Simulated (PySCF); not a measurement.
# B²⁺ (boron, charge +2) across methods

[He] 2s1, 2S determinant. Computed with PySCF 2.14 in dyall-av3z (15s9p3d2f, 71 functions), with the spin-free X2C one-electron Hamiltonian (Gaussian nucleus).

| method | E (hartree) | mean ε 1s α (eV) | mean ε 1s β (eV) | mean ε 2s α (eV) | Σ⟨r²⟩ (bohr²) | ⟨S²⟩ |
| --- | --- | --- | --- | --- | --- | --- |
| LDA | -23.1424 | -209.32 | -208.52 | -32.368 | 3.408 | 0.750 |
| r2SCANh | -23.4314 | -217.01 | -216.26 | -33.414 | 3.386 | 0.750 |
| r2SCAN | -23.4310 | -214.34 | -213.69 | -32.898 | 3.386 | 0.750 |
| M06 | -23.4408 | -219.14 | -218.27 | -33.654 | 3.387 | 0.750 |
| wB97M-V | -23.4479 | -221.67 | -220.73 | -36.092 | 3.407 | 0.750 |
| PBE | -23.3960 | -211.33 | -210.52 | -32.665 | 3.379 | 0.750 |
| UHF | -23.38266 | -240.60 | -238.85 | -37.834 | 3.412 | 0.750 |
| PBE0 | -23.4061 | -218.82 | -217.80 | -34.064 | 3.381 | 0.750 |
| B97-3 | -23.4398 | -219.55 | -218.71 | -34.085 | 3.358 | 0.750 |
